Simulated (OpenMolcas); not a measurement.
## Ionisation energies of cerium

```json
{
 "Program": "OpenMolcas",
 "Basis": "ANO-RCC-VQZP [9s8p6d4f3g2h]",
 "Scalar Hamiltonian": "DKH2, point nucleus",
 "Spin-orbit coupling": "state interaction with AMFI integrals over the reference wave functions, term energies averaged over their components"
}
```

Active shells in each charge state: the valence f shell, with orbitals averaged over the low states. Where CASPT2's correlated closed shells are named, they are those of the first ion.

A. CASSCF
B. SS-CASPT2, IPEA 0.25 Eh, imaginary shift 0.1 Eh (closed shells correlated: 5s 5p)
C. SS-CASPT2, IPEA 0 Eh, imaginary shift 0.1 Eh (closed shells correlated: 5s 5p)
D. SS-CASPT2, IPEA 0.25 Eh, imaginary shift 0.1 Eh (closed shells correlated: 4d 5s 5p)

Energies in eV between the lowest computed levels, named as in B; reference values from the NIST Atomic Spectra Database with their kind.

```csv
From,To,A,B,C,D,Spin-orbit share in B,Reference
Ce2+ 4f2 3H4,Ce3+ 4f 2F* 5/2,18.300,19.736,19.876,19.827,+0.073,20.197 (semi-empirical)
Ce3+ 4f 2F* 5/2,Ce4+ 5p6 1S0,35.099,36.046,36.065,35.924,+0.171,36.906 (semi-empirical)
```

The lowest level within the active space need not be the ion's true ground level.

* marks odd parity.
